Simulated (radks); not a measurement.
Results of a calculation; reference values are marked as such.
Removal energies from the silicon ion Si5+, [He] 2s2 2p5, by Delta-SCF beside the eigenvalue of the level emptied. Level of theory: scalar-relativistic Kohn-Sham, PBE, spin-polarised, spherical densities, finite nucleus; Fermi nuclear charge, rms radius of each element as measured or else 0.836 A^(1/3) + 0.57 fm (a radial shooting solver on a logarithmic mesh with Libxc functionals). Open shells are filled with parallel spins first.

removed from,final configuration,Delta-SCF (eV),-eigenvalue (eV)
2p,[He] 2s2 2p4,205.77,186.13
2s,[He] 2s1 2p5,246.91,228.84
1s,1s1 2s2 2p5,1960.2,1890.8
